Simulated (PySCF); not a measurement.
**Predicted spectroscopic data**

- coordinates at the GFN2-xTB level
- shieldings: GIAO PBE0/pcSseg-1
- program: PySCF
- no relativistic terms, single conformer, averaged over atoms made equivalent by symmetry, fast rotation or ring inversion, in vacuum

Scale: ¹H (σref 31.72), ¹³C (σref 186.93) vs TMS (reference shieldings calculated alike). Splittings of carbon signals by F and P are missing where no couplings were computed. Where no couplings were computed, multiplicities follow the n + 1 count of equivalent neighbours, and m marks all less simple cases (inequivalent or close neighbours, rings, F or P nearby). Shifts are as computed. Against solution values, carbons near 30 ppm lie about +3 ppm off and those near 130 ppm about +5 ppm. Of 1211 compounds with measured shifts, 218 miss one by over three times the rms of a fit or turn the order of signals round; such compounds aren't used in these exercises.

Compound 1 (C$_{4}$H$_{8}$FNSi$_{2}$). ¹H NMR (400 MHz, computed): δ 5.95 (m, 1H), 5.26 (m, 1H), 4.99 (m, 1H), 4.75 (m, 1H), 1.92 (m, 1H), 1.49 (d, 3H). ¹³C{¹H} NMR (computed): δ 123.1, 92.3, 15.6, 14.1. Structure: SMILES C[C@@H]1[SiH2][C@@H](F)[Si@@H]1C#N.

Compound 2 (C$_{7}$H$_{15}$PSi). ¹H NMR (400 MHz, computed): δ 4.76 (m, 1H), 1.29 (s, 9H), 1.25 (m, 2H), 0.33 (m, 3H). ¹³C{¹H} NMR (computed): δ 128.5 (C), 86.9 (C), 32.6 (CH3), 29.1 (C), -1.1 (CH3). Structure: `C[Si@@H](P)C#CC(C)(C)C`.
